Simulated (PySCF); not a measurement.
C9H7P.
Atom-mapped SMILES: `[cH:1]1[cH:2][cH:3][c:4]2[p:5][cH:6][cH:7][cH:8][c:9]2[cH:10]1`

Probes without a nucleus sit at each ring's centroid and 1 Å off its mean plane on both sides; NICS is minus the shielding there, NICSzz its component along the normal. Level: GIAO KT3/pcSseg-1 (PySCF, non-relativistic, gas phase) on the PBE0-D3(BJ)/def2-SVP geometry, one conformer.

Rings: 1. C1–C2–C3–C4–C9–C10; 2. C4–P5–C6–C7–C8–C9.

| set | NICS(0) | NICS(1), two faces | NICS(1)zz, two faces |
| --- | --- | --- | --- |
| P | -9.2 | -11.7 / -11.7 | -29.1 / -29.1 |
| Q | -7.4 | -10.1 / -10.1 | -24.9 / -24.9 |

Question: Which set (ppm) belongs to which ring?

Answer: P = 1, Q = 2.
- 1 (6-membered carbocycle; formal bonds all aromatic): mean NICS(1)zz -29.1 ppm, shielded. For a flat ring without four-coordinate atoms the NICS criterion counts such a value as aromatic, though in fused rings the probe also feels the neighbouring ring.
- 2 (6-membered ring with P; formal bonds all aromatic): mean NICS(1)zz -24.9 ppm, shielded.

Question: How do the rings differ in shape?

Answer: 
```json
{"ring": "1", "bond lengths (Å)": "1.412, 1.377, 1.419, 1.430, 1.421, 1.375", "rms pucker (Å)": "0.00", "HOMA": "0.80", "nearest outside atom to a NICS(1) probe (Å)": "hydrogen 2.68"}
{"ring": "2", "bond lengths (Å)": "1.776, 1.712, 1.409, 1.376, 1.421, 1.430", "rms pucker (Å)": "0.00", "HOMA": "0.73", "nearest outside atom to a NICS(1) probe (Å)": "hydrogen 2.72"}
```

HOMA = 1 − mean of α(R − Ropt)² over the ring bonds, with Krygowski's 1993 parameters (CC: Ropt 1.388 Å, α 257.7 Å⁻²; CP: Ropt 1.698 Å, α 118.91 Å⁻²).
